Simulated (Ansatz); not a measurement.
The cluster Se₂S⁺, relaxed as a doublet with UKS PBE0-D4/def2-TZVP in Ansatz, starting from the GFN1-xTB geometry. Force threshold 0.02 eV/Å.

The relaxation made no stability test and no search for a lower SCF solution. The structure comes from a short search, and lower isomers may exist.

Start:

```xyz
3

S     0.102    1.102    0.539
Se   -1.142   -0.303   -0.568
Se    1.039   -0.799    0.029
```

| step | energy (eV) | largest force component (eV/Å) | SCF passes |
| --- | --- | --- | --- |
| 1 | -141507.3254 | 1.285 | 62 |
| 2 | -141507.4310 | 0.178 | 33 |
| 3 | -141507.4337 | 0.021 | 35 |
| 4 | -141507.4338 | 0.002 | 20 |

Force components are those of the run's own axes.

End:

```xyz
3

S     0.062    1.147    0.544
Se   -1.095   -0.297   -0.548
Se    1.033   -0.850    0.004
```

By distances, no bond broke or formed. The bond that changes most is S1–Se3, from 2.18 to 2.28 Å (atoms count from 1).

No frequencies were taken in this run, so the end may be a saddle point.

Run time 13 s (4 threads of Arm Neoverse V1 on a shared host).
